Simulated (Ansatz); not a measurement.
Ansatz (a program for electronic structure) input (HF/6-31G*):

Ansatz 0.2 input:
```yaml
crystal:
  periodic: [false, false, false]
  atoms:
    - {symbol: C, position_ang: [-0.00000000, -0.00000000, -1.24186073]}
    - {symbol: Cl, position_ang: [0.00000000, 0.00000000, 0.43830379]}
basis:
  gaussian:
    orbitals: 6-31G*
hamiltonian:
  xc: {name: HF}
magnetization: {spin_polarized: true, initial_magnetization: 1}
phonons: {temperatures: {t_min: 298.15, t_max: 298.15, t_step: 100}}
```

Problem. Which harmonic wavenumbers does it give?

Solution. 871 cm⁻¹ (unscaled; negative means imaginary).
